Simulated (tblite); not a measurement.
C6H8NO (doublet state).
Z-matrix (Å and degrees, GFN2-xTB geometry), rows numbered from 1:
```
C 
C   1  1.2858
C   2  1.5376  1  125.42
C   3  1.5307  2  111.13  1   138.45
O   4  1.4118  3  105.82  2    84.55
C   5  1.4114  4  107.40  3    36.01
C   6  1.5067  5  106.77  4   -27.01
N   7  1.2529  3  130.66  2    75.87
H   1  1.0643  2  140.49  3    -0.07
H   2  1.0833  1  122.34  3  -179.16
H   3  1.0905  2  109.85  1    11.92
H   4  1.0912  3  113.87  2   -33.70
H   4  1.1016  3  109.76  2  -156.28
H   6  1.0913  5  109.02  4  -148.76
H   6  1.1004  5  111.02  4    91.70
H   8  1.0171  7  115.40  3     0.27
```

Method: GFN2-xTB as coded in tblite; computed harmonic values from a numerical Hessian at the method's own geometry, unscaled. Against measured fundamentals such values can be off by several per cent, at times by over 20. One conformer, not necessarily the lowest. Open shells enter through the occupations alone, without spin polarisation, and single modes of such species can be off by tens of per cent.

Harmonic wavenumbers (cm⁻¹): 67.0, 72.1, 170.4, 209.8, 305.8, 349.6, 415.3, 505.0, 608.7, 622.0, 694.4, 717.2, 807.6, 865.0, 888.2, 931.2, 966.8, 970.5, 1007.9, 1024.1, 1061.9, 1095.5, 1130.5, 1169.9, 1187.6, 1207.6, 1244.6, 1256.4, 1268.7, 1300.1, 1441.4, 1471.4, 1706.6, 1762.0, 2850.9, 2863.2, 2981.8, 2983.4, 2989.3, 3017.8, 3202.3, 3345.4.

A = 3080, B = 1992, C = 1388 MHz; mass 110.061 u (most abundant isotopes); point group C1, symmetry number 1; spin multiplicity 2.

Task: What is the zero-point energy?

Result: ½Σν̃ = 27368 cm⁻¹ = 78.25 kcal/mol.

Task: Give the ideal-gas entropy at 350 K and 1 bar in the rigid-rotor, harmonic-oscillator model (classical rotation).

Result: Translation 40.83, rotation 28.50, vibration 23.98, spin (R ln 2) 1.38: S = 94.7 cal/(mol K).

Task: And Cp and H(350 K) − H(0)?

Result: Cp = 36.02 cal/(mol K), of which vibrations give 28.08 (their classical limit is 42 R = 83.5); H(350 K) − H(0) = 7.35 kcal/mol without the zero-point energy, 4.56 from vibrations.

Task: What must be added to the electronic energy to get the Gibbs energy at 350 K and 1 bar?

Result: ZPE + [H(350 K) − H(0)] − T·S = 78.25 + 7.35 − 33.14 = 52.46 kcal/mol.

Task: Blend soft modes into free rotors: weight 1/[1 + (100 cm⁻¹/ν̃)⁴] for the oscillator and the rest for a rotor with moment μB/(μ + B), μ = h/(8π²ν), B = 10⁻⁴⁴ kg m². What vibrational entropy results?

Result: 22.16 cal/(mol K) in place of 23.98, which changes −T·S at 350 K by +0.64 kcal/mol.

Task: How do the functions run with temperature in this model?

Result: 
| T (K) | S (cal/(mol K)) | Cp (cal/(mol K)) | H − H(0) (kcal/mol) | G − H(0) (kcal/mol) | ln q(vib) |
| --- | --- | --- | --- | --- | --- |
| 150 | 72.9 | 18.5 | 1.96 | -8.98 | 1.93 |
| 250 | 84.2 | 26.8 | 4.20 | -16.85 | 3.68 |
| 298.15 | 89.3 | 31.2 | 5.60 | -21.02 | 4.55 |
| 400 | 99.8 | 40.4 | 9.26 | -30.66 | 6.45 |
| 600 | 118.9 | 54.1 | 18.80 | -52.57 | 10.35 |
| 900 | 143.5 | 66.6 | 37.07 | -92.05 | 16.11 |

q(vib) and H(0) count from the zero-point level.

Task: Which modes carry the vibrational entropy at 350 K?

Result: 67.0 cm⁻¹: 4.56; 72.1 cm⁻¹: 4.41; 170.4 cm⁻¹: 2.73; 209.8 cm⁻¹: 2.34; 305.8 cm⁻¹: 1.66; 349.6 cm⁻¹: 1.43 cal/(mol K); the other 36 give 6.85 together.

Hindered rotation and anharmonicity are outside this model. Other conformers, if any are populated, would add a mixing term that is left out. The structure is chiral; the term R ln 2 for an equal mix with its mirror image is left out.
